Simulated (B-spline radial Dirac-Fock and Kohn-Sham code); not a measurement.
# K-line shifts caused by a second vacancy in Eu⁴⁺

System: europium as Eu⁴⁺ in the configuration [Xe] 4f5.

These are calculated numbers from a radial finite-basis atomic code; the model is relaxed Dirac-Fock hole states (ΔSCF) with Breit and QED corrections and a finite nucleus. Each two-hole energy is an average over J within one jj subconfiguration, not an observable level; in light atoms, where LS coupling holds, the j-resolved values are not observed lines, and for a K spectator the Kα1 hypersatellite is nearly forbidden. Correlation and solid-state effects are left out.

Lines without a spectator: Kα2 (K-L2) 40898.1 eV, Kα1 (K-L3) 41538.4 eV, Kβ3 (K-M2) 46896.4 eV, Kβ1 (K-M3) 47029.2 eV. Shifts in eV with one spectator hole (a dash: not computed, or left out as unreliable):

| spectator hole | Kα2 | Kα1 | Kβ3 | Kβ1 |
| --- | --- | --- | --- | --- |
| K (1s) | +778.8 | +820.0 | +1002.2 | +1011.5 |
| L2 (2p1/2) | +93.1 | +121.3 | – | +243.5 |
| L3 (2p3/2) | +80.1 | +83.9 | +199.3 | – |
| M2 (3p1/2) | – | +17.04 | +35.7 | +42.5 |
| M3 (3p3/2) | +10.77 | – | +33.2 | +33.1 |
| M4 (3d3/2) | +3.11 | -0.22 | – | – |
| M5 (3d5/2) | -1.33 | +1.66 | – | – |

Run: 35 s of CPU time on 1 thread of Intel(R) Xeon(R) 6975P-C (shared host), peak memory 0.54 GiB.
